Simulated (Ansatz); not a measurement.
`C[O][GeH3]` + CH₃SH → `C[S][GeH3]` + CH₃OH at 400 K and 1 bar (ligand exchange at a Ge–O bond).

Isolated molecules relaxed with PBE0-D4/def2-TZVP in Ansatz; ΔE leaves out vibrations. CCSD(T)/CBS is the MP2 limit (def2-TZVPP, def2-QZVPP) plus CCSD(T) − MP2 in def2-TZVPP, frozen cores. This one scheme is used for every species. For Ge outer-core shells are correlated without core-valence functions, which leaves a few kJ/mol of doubt a bond. Scalar relativity is left out up to krypton.

```json
{"species": "`C[O][GeH3]`", "CCSD(T)/CBS energy (Eh)": "-2192.93708", "H − E (kJ/mol)": "196.5", "S (J/(mol·K))": "334.6"}
{"species": "CH₃SH", "CCSD(T)/CBS energy (Eh)": "-438.22835", "H − E (kJ/mol)": "138.7", "S (J/(mol·K))": "269.4"}
{"species": "`C[S][GeH3]`", "CCSD(T)/CBS energy (Eh)": "-2515.55711", "H − E (kJ/mol)": "191.1", "S (J/(mol·K))": "352.8"}
{"species": "CH₃OH", "CCSD(T)/CBS energy (Eh)": "-115.61712", "H − E (kJ/mol)": "151.2", "S (J/(mol·K))": "252.6"}
```

H − E and S are ideal-gas, rigid-rotor, harmonic terms from PBE0-D4/def2-TZVP. 1 Eh = 2625.50 kJ/mol, R = 8.31446 J/(mol·K).

Problem. By hand: ΔE, ΔH, ΔS and ΔG.

Solution. ΔE = (-2515.55711) + (-115.61712) − (-2192.93708) − (-438.22835) = -0.00880 Eh = -23.1 kJ/mol. Δ(H − E) = 191.1 + 151.2 − 196.5 − 138.7 = 7.1, so ΔH = -16.0 kJ/mol. ΔS = 352.8 + 252.6 − 334.6 − 269.4 = 1.4 J/(mol·K). ΔG = -16.0 − 400 × (1.4)/1000 = -16.6 kJ/mol.

Problem. By hand: the equilibrium constant, and the temperature at which ΔG would vanish if ΔH and ΔS stayed fixed.

Solution. log₁₀ K = −ΔG/(RT ln 10) = 2.2. ΔH and −TΔS have one sign here, so there is no such temperature. One of them is within its doubt of zero, so this could turn.

The number of gas molecules stays the same, so ΔS is small and ΔH decides. A doubt of 5 kJ/mol in ΔE shifts log₁₀ K by 0.7 here. These are equilibria of isolated gas molecules and say nothing of rates. Largest T1 diagnostic: 0.011 (customary marks: 0.02 for closed shells, 0.045 for open ones).
